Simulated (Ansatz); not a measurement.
ClH2OSn (`[OH][SnH][Cl]`) radical from Hartree–Fock to CCSD(T)

```xyz
5

O     0.8046   -0.2210    1.1243
Sn   -0.6038    0.5648    0.0036
Cl   -1.0770   -1.0748   -1.6160
H     0.6929   -1.1638    1.2766
H     0.1833    1.8948   -0.7885
```

The species carries charge 0 and has multiplicity 2. Correlated methods include outer-core shells of Sn, which these sets cover unevenly. Sn takes the def2 core potential. All single points use the PBE0-D4/def2-TZVP geometry. It is one conformer, not always the lowest. Frozen core, unrestricted reference, Ansatz.

| basis | HF (Eh) | MP2 corr. | CCSD corr. | (T) | CCSD(T) total |
| --- | --- | --- | --- | --- | --- |
| def2-SVP | ? | -0.41553 | ? | ? | ? |
| def2-TZVPP | ? | -0.73621 | -0.75218 | -0.02680 | ? |
| def2-QZVPP | -748.98703 | -0.98840 | – | – | – |

Problem. Fill in the withheld values. (An estimate is asked.)

Solution. The calculation gave: def2-SVP HF (Eh): -748.69506; def2-SVP CCSD corr.: -0.44251; def2-SVP (T): -0.01059; def2-SVP CCSD(T) total: -749.14816; def2-TZVPP HF (Eh): -748.96777; def2-TZVPP CCSD(T) total: -749.74675.
